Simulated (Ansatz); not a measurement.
A single point on `C[O][Zr]([OH])([NH]C(C)C)[O]C`.

```yaml
crystal:
  periodic: [false, false, false]
  atoms:
    - {symbol: C, position_ang: [1.112129, 2.722420, 1.709108]}
    - {symbol: O, position_ang: [1.123762, 1.594523, 0.907440]}
    - {symbol: Zr, position_ang: [1.072599, -0.059881, -0.085823]}
    - {symbol: O, position_ang: [1.657167, -1.495665, 1.088520]}
    - {symbol: N, position_ang: [-0.822336, -0.399572, -0.787391]}
    - {symbol: C, position_ang: [-2.097044, -0.484249, -0.101717]}
    - {symbol: C, position_ang: [-1.892560, -0.238306, 1.383966]}
    - {symbol: C, position_ang: [-2.771204, -1.828419, -0.341336]}
    - {symbol: O, position_ang: [2.145668, 0.014480, -1.681428]}
    - {symbol: C, position_ang: [3.162874, 0.150067, -2.614511]}
    - {symbol: H, position_ang: [1.581320, 2.518669, 2.679113]}
    - {symbol: H, position_ang: [1.657839, 3.545504, 1.233038]}
    - {symbol: H, position_ang: [0.084895, 3.061323, 1.893339]}
    - {symbol: H, position_ang: [1.690633, -2.339487, 1.526562]}
    - {symbol: H, position_ang: [-0.934003, -0.569346, -1.780631]}
    - {symbol: H, position_ang: [-2.772250, 0.301722, -0.476530]}
    - {symbol: H, position_ang: [-1.448640, 0.744870, 1.563666]}
    - {symbol: H, position_ang: [-2.840165, -0.282313, 1.924452]}
    - {symbol: H, position_ang: [-1.230711, -1.000868, 1.810537]}
    - {symbol: H, position_ang: [-2.148188, -2.636983, 0.051253]}
    - {symbol: H, position_ang: [-2.918440, -2.005602, -1.410151]}
    - {symbol: H, position_ang: [-3.750056, -1.874303, 0.144847]}
    - {symbol: H, position_ang: [3.629183, 1.139691, -2.547669]}
    - {symbol: H, position_ang: [2.767395, 0.028675, -3.629183]}
    - {symbol: H, position_ang: [3.940132, -0.606938, -2.459481]}
basis:
  gaussian: {orbitals: def2-TZVPP}
hamiltonian: {xc: pbe}
correlation: {method: rpa}
```

```sh
$ ansatz run in.yaml --threads 4 --pin off --events-out ev --progress --plain --max-ram 66560MiB --backend cuda --devices 0, --max-vram 37GiB
```

It prints (some lines left out):

```
Functional definition: PBE
3269 factors; integrals over basis functions are off by at most 1.1e-3 eV
mean field evaluation 1: about -14293.7319 eV, gradient 1.5e2 eV
mean field evaluation 2: about -14293.7188 eV, gradient 1.5e2 eV
mean field evaluation 4: about -14328.3675 eV, gradient 6.3e1 eV
mean field evaluation 8: about -14337.3329 eV, gradient 1.8e0 eV
mean field evaluation 16: about -14337.3377 eV, gradient 8.8e-3 eV
mean field -14337.33766137 eV, -526.8874408589 hartree, gradient 4.3e-6 eV, S^2 0.000000; 1 other end points of the search recorded, 0 dependent functions left out
9 core orbitals not correlated: weight in the atoms' cores, before any rotation towards them, 1.000 or more for the frozen orbitals, at most 0.000 for the correlated occupied ones
reference -14256.82202908 eV, -523.9285459475 hartree; 35, 35 occupied and 501, 501 virtual orbitals, 3269 factors
Total energy: -14350.27655057 eV, -527.3629362666 hartree
```

Hardware: 4 threads of an AMD EPYC 7R13 on a shared host and a share of an NVIDIA H100 80 GB. Wall time 12 s, peak host memory 3 GiB.
